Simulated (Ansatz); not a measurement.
The cluster AgPd3. Total charge 0; quartet. Geometry PBE0-D4/def2-SVP; atoms count from 1.

```xyz
4

Pd    0.813   -1.587    1.109
Pd   -1.301   -0.403    0.259
Pd    0.949    0.895    0.467
Ag   -0.462    1.095   -1.836
```

In the def2 sets Ag, Pd take a core potential; there is no spin–orbit coupling. At PBE0-D4/def2-TZVP a doublet of charge 0 lies 1.44 eV below the quartet, each at its own geometry. The structure comes from a short search, and lower isomers may exist.

Estimate the Mulliken populations from the PBE0/def2-TZVP orbitals of Ansatz.


```json
{"atom": "Pd1", "charge (e)": "-0.05", "spin (α − β)": "1.37", "d electrons": "9.04"}
{"atom": "Pd2", "charge (e)": "0.04", "spin (α − β)": "0.63", "d electrons": "9.24"}
{"atom": "Pd3", "charge (e)": "0.04", "spin (α − β)": "0.63", "d electrons": "9.24"}
{"atom": "Ag4", "charge (e)": "-0.02", "spin (α − β)": "0.37", "d electrons": "9.94"}
```
Mulliken values depend strongly on the basis.

Where does the spin sit?

Summed by element: Pd 2.63, Ag 0.37, of 3 unpaired in all. Largest on single atoms: Pd1 1.37, Pd3 0.63, Pd2 0.63.

And the Mayer bond orders between heavy atoms (over 0.3)?

Pd1–Pd2 0.71 (2.57 Å); Pd1–Pd3 0.71 (2.57 Å); Pd2–Pd3 0.51 (2.61 Å); Pd2–Ag4 0.48 (2.71 Å); Pd3–Ag4 0.48 (2.71 Å).
